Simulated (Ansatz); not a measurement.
GeH$_{5}$O$_{2}$PSi, SMILES `OP1[O][GeH2][SiH2]1`. The species carries charge 0 and has multiplicity 1. The structure was optimised at the PBE0-D4/def2-TZVP level. It is one conformer, not always the lowest.

```xyz
10

O    -2.033   -0.083    0.529
P    -0.947    1.173    0.509
O    -0.351    1.146   -1.014
Ge    0.810   -0.263   -1.225
Si    0.811   -0.197    1.159
H    -2.930    0.250    0.429
H     0.093   -1.401   -1.974
H     1.988    0.247   -2.076
H     0.572   -1.418    1.973
H     1.986    0.546    1.690
```

Question: What is the dipole moment at PBE/def2-TZVPP? (Estimate.)

Answer: Computed: 1.10 D, with components (0.05, -1.09, 0.17) D in this frame, pointing from negative to positive charge.

Question: And with r2SCAN, B3LYP, ωB97M-V? (An estimate is asked.)

Answer: The calculation gave: r2SCAN 1.20 D, B3LYP 1.19 D, ωB97M-V 1.22 D.

Question: Give the Mulliken charges with PBE, ωB97M-V, r2SCAN in def2-TZVPP. (An estimate is asked.)

Answer: Ansatz gave: 
| atom | PBE | ωB97M-V | r2SCAN |
| --- | --- | --- | --- |
| O1 | -0.30 | -0.34 | -0.36 |
| P2 | 0.20 | 0.28 | 0.26 |
| O3 | -0.38 | -0.46 | -0.45 |
| Ge4 | 0.34 | 0.26 | 0.36 |
| Si5 | 0.07 | 0.07 | 0.15 |
| H6 | 0.19 | 0.18 | 0.21 |
| H7 | -0.02 | 0.01 | -0.02 |
| H8 | -0.01 | 0.02 | -0.02 |
| H9 | -0.04 | -0.01 | -0.06 |
| H10 | -0.04 | -0.01 | -0.06 |

B3LYP here is the variant with VWN-RPA as its local correlation; programs differ in this.
